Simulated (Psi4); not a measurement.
Psi4 was given this input:
```
memory 2 GB

molecule mol {
0 1
O     0.716554    1.189827   -0.842970
Si   -0.000000   -0.000000    0.000000
O    -1.028142    0.716783    1.033867
O    -0.687388   -0.991725   -1.087987
O     0.998976   -0.914885    0.897089
H     1.010098    1.964883   -0.373784
H    -1.399381    0.195350    1.739066
H    -1.158788   -0.605338   -1.819767
H     1.548071   -1.554894    0.454486
}

set {
  basis 6-311g**
  reference rks
  scf_type pk
  puream true
  d_convergence 1e-8
  dft_radial_points 99
  dft_spherical_points 590
}

energy('pbe')
print_variables()
```

**Question.** What does this run give for the nuclear repulsion energy, total energy, dipole moment, number of basis functions?

**Answer.** 
The nuclear repulsion energy is 270.7934 Eh and the total energy is -592.6198 Eh. The dipole moment is 0.00 D and the number of basis functions is 122.

**Question.** Roughly what does it cost on one core?

**Answer.** around 60 core-seconds (rough).
